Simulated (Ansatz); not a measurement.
Computed with Ansatz on PBE0-D4/def2-TZVP structures; ΔE is electronic, products minus reactants. CCSD(T)/CBS adds triple-zeta CCSD(T) − MP2 to the extrapolated MP2 energy (def2 sets, frozen cores). This one scheme is used for every species. Functionals use def2-TZVPP. For Ge outer-core shells are correlated without core-valence functions, which leaves a few kJ/mol of doubt a bond. Scalar relativity is left out up to krypton. One conformer a species, not always the lowest.

Reaction (hydrogenolysis of a C–Ge bond): `O[SiH2]C#[C][GeH3]` + H₂ → `C#C[SiH2]O` + GeH₄

| level | ΔE (kJ/mol) | difference from CCSD(T)/CBS |
| --- | --- | --- |
| r2SCAN-D4 | -2.3 | -1.3 |
| B97M-V | -11.1 | -10.1 |
| r2SCAN0-D4 | -4.8 | -3.8 |
| CAM-B3LYP-D4 | -9.6 | -8.6 |
| B2PLYP | -5.4 | -4.4 |
| BLYP | -11.6 | -10.6 |
| CCSD(T)/def2-SVP | -11.7 | -10.7 |
| MP2/def2-TZVPP | 8.4 | 9.4 |
| HF/def2-QZVPP | -20.1 | -19.1 |
| SCS-MP2/def2-QZVPP | 2.7 | 3.7 |
| CCSD(T)/CBS | -1.0 | 0 |

Largest T1 diagnostic among the species: 0.012.

From BLYP to BHLYP (50 % exact exchange), in def2-TZVPP and without D4, ΔE moves by −3.2 kJ/mol. The D4 term adds +7.4 kJ/mol with B3LYP and +4.2 kJ/mol with PBE0; it sums over pairs of atoms, weighted by their polarisabilities, and B3LYP, whose exchange is more repulsive, gets the larger term.

B3LYP here is the variant with VWN-RPA as its local correlation; programs differ in this.
